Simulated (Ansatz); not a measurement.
A CCSD(T) single point on `[CH2]1N[CH2][GaH]1`.

```yaml
crystal:
  periodic: [false, false, false]
  atoms:
    - {symbol: C, position_ang: [-0.387866, 1.102297, -0.257222]}
    - {symbol: N, position_ang: [-0.574545, 0.126591, 0.825259]}
    - {symbol: C, position_ang: [0.278670, -1.038683, 0.555482]}
    - {symbol: Ga, position_ang: [0.346787, -0.406736, -1.335360]}
    - {symbol: H, position_ang: [-1.310521, 1.612816, -0.545770]}
    - {symbol: H, position_ang: [0.376651, 1.869734, -0.056127]}
    - {symbol: H, position_ang: [-0.444082, 0.518245, 1.750031]}
    - {symbol: H, position_ang: [-0.188775, -1.990344, 0.821969]}
    - {symbol: H, position_ang: [1.270513, -1.001440, 1.033754]}
    - {symbol: H, position_ang: [0.716367, -0.843478, -2.789019]}
basis:
  gaussian: {orbitals: def2-TZVPP}
correlation: {method: ccsd_t}
```

```sh
$ ansatz run in.yaml --threads 4 --pin off --events-out ev --progress --plain --max-ram 10444MiB
```

The program prints (abridged):

```
Functional definition: HF
1353 factors; integrals over basis functions are off by at most 1.1e-3 eV
mean field evaluation 1: about -55967.1431 eV, gradient 3.8e1 eV
mean field evaluation 2: about -55967.3212 eV, gradient 3.8e1 eV
mean field evaluation 4: about -55971.1292 eV, gradient 4.2e0 eV
mean field evaluation 8: about -55971.1966 eV, gradient 3.5e-1 eV
mean field -55971.19714878 eV, -2056.9035565776 hartree, gradient 6.2e-6 eV, S^2 0.000000; 0 other end points of the search recorded, 0 dependent functions left out
12 core orbitals not correlated: weight in the atoms' cores, before any rotation towards them, 1.000 or more for the frozen orbitals, at most 0.000 for the correlated occupied ones
reference -55971.19714878 eV, -2056.9035565776 hartree; 16, 16 occupied and 197, 197 virtual orbitals, 1353 factors
second order -21.33056050 eV of doubles, -0.00000000 eV of singles
cycle   1  -21.22150221 eV  change    1.1e-1 eV  update   1.1e-1
cycle   2  -21.85603799 eV  change   -6.3e-1 eV  update   3.2e-2
cycle   3  -21.96193044 eV  change   -1.1e-1 eV  update   1.5e-2
cycle   4  -21.95415058 eV  change    7.8e-3 eV  update   3.3e-3
cycle   5  -21.95408825 eV  change    6.2e-5 eV  update   1.4e-3
cycle   6  -21.95431150 eV  change   -2.2e-4 eV  update   3.8e-4
cycle   7  -21.95416338 eV  change    1.5e-4 eV  update   1.8e-4
cycle   8  -21.95410166 eV  change    6.2e-5 eV  update   6.0e-5
cycle   9  -21.95411790 eV  change   -1.6e-5 eV  update   2.8e-5
perturbative correction -0.94428060 eV, -0.0347016722 hartree
Total energy: -55994.09554729 eV, -2057.7450572017 hartree
```

It took 31 s on 4 threads of an Arm Neoverse V2 on a shared host, with 2.5 GiB of host memory at the peak.

Correlation energy per correlated electron: -0.716 eV. T1 diagnostic: 0.0117.
